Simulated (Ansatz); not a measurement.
Computed with Ansatz on PBE0-D4/def2-TZVP structures; ΔE is electronic, products minus reactants. CCSD(T)/CBS adds triple-zeta CCSD(T) − MP2 to the extrapolated MP2 energy (def2 sets, frozen cores). DFT in def2-TZVPP. For Se outer-core shells are correlated without core-valence functions, which leaves a few kJ/mol of doubt a bond. Scalar relativity is left out up to krypton. One conformer a species, not always the lowest.

Reaction (ligand exchange at a B–Se bond): `NB[Se][SiH3]` + `OCF` → `NBOCF` + `[SiH3][SeH]`

`NB[Se][SiH3]`:

Cartesian coordinates in Å:
```
N -0.276 -0.683 -1.468
B 0.643 0.353 -1.407
Se 1.093 1.387 0.200
Si -0.137 0.284 1.759
H -0.462 -1.167 -2.330
H -0.842 -1.001 -0.699
H 1.231 0.685 -2.391
H 0.449 -1.043 2.082
H -1.528 0.060 1.275
H -0.170 1.125 2.979
```

`OCF`:

Z-matrix (Å, degrees):
```
C
F 1 1.381
O 1 1.370 2 111.1
H 1 1.091 2 107.8 3 -117.4
H 1 1.096 2 106.3 3 123.2
H 3 0.962 1 109.3 2 70.7
```

`NBOCF`:

```xyz
10

N    -1.096    0.723    1.502
B    -0.150    0.547    0.497
O    -0.301   -0.517   -0.367
C     0.673   -0.794   -1.293
F     1.609   -1.641   -0.749
H    -1.056    1.484    2.154
H    -1.865    0.089    1.642
H     0.766    1.310    0.366
H     1.203    0.111   -1.611
H     0.216   -1.312   -2.140
```

`[SiH3][SeH]`:

Z-matrix (Å, degrees):
```
Si
Se 1 2.279
H 1 1.484 2 111.4
H 1 1.484 2 111.5 3 -122.1
H 1 1.483 2 104.9 3 119.0
H 2 1.469 1 93.0 3 60.4
```

| level | ΔE (kcal/mol) | difference from CCSD(T)/CBS |
| --- | --- | --- |
| PBE-D4 | -10.5 | 1.4 |
| r2SCAN-D4 | -12.5 | -0.6 |
| ωB97X-V | -13.5 | -1.6 |
| PBE | -11.5 | 0.4 |
| r2SCAN | -12.7 | -0.8 |
| MP2/def2-TZVPP | -11.2 | 0.7 |
| SCS-MP2/def2-TZVPP | -12.7 | -0.8 |
| HF/def2-QZVPP | -18.2 | -6.3 |
| MP2/def2-QZVPP | -11.0 | 0.9 |
| HF/CBS(def2) | -18.2 | -6.3 |
| CCSD(T)/CBS | -11.9 | 0 |

Largest T1 diagnostic among the species: 0.012.

In def2-TZVPP, CCSD(T) changes the Hartree–Fock value by +5.3 kcal/mol (the triples alone add +0.9 kcal/mol) and MP2 by +6.6 kcal/mol. The D4 term adds +1.7 kcal/mol with B3LYP and +0.9 kcal/mol with PBE0; it sums over pairs of atoms, weighted by their polarisabilities, and B3LYP, whose exchange is more repulsive, gets the larger term.

B3LYP here is the variant with VWN-RPA as its local correlation; programs differ in this.
